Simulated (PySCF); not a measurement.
Species: trifluoro(isocyanato)silane, CF3NOSi, net charge 0, singlet state. 
Structure (B3LYP-D3(BJ)/def2-TZVP (Ansatz) minimum search):
SMILES: C(=O)=N[Si](F)(F)F
```xyz
7

O      3.2467    -0.1067    -0.2157
C      2.0996    -0.0895    -0.0398
N      0.9217    -0.0790     0.1757
Si    -0.7376     0.0254     0.0432
F     -1.4002    -0.2320     1.4439
F     -1.1694     1.4519    -0.4580
F     -1.2856    -1.0436    -0.9715
```
Charge 0, spin multiplicity 1.

Dispersion corrections to the total energy (kcal/mol) from the dftd3 and dftd4 libraries through PySCF: D3(BJ) without and D4 with the three-body term, each with the damping fitted for the functional named.

| functional | D3(BJ) | D4 |
|---|---|---|
| PW6B95 | -1.71 | -3.49 |
| BHLYP | -4.59 | … |
| B2PLYP | -2.72 | -2.72 |
| revPBE | -7.89 | -12.26 |
| BLYP | … | -8.69 |
| B2GP-PLYP | … | -1.64 |
| TPSS | -4.03 | -5.28 |

Task: Complete the blanks.

Result: 
- BHLYP, D4: -4.71
- BLYP, D3(BJ): -6.94
- B2GP-PLYP, D3(BJ): -2.35
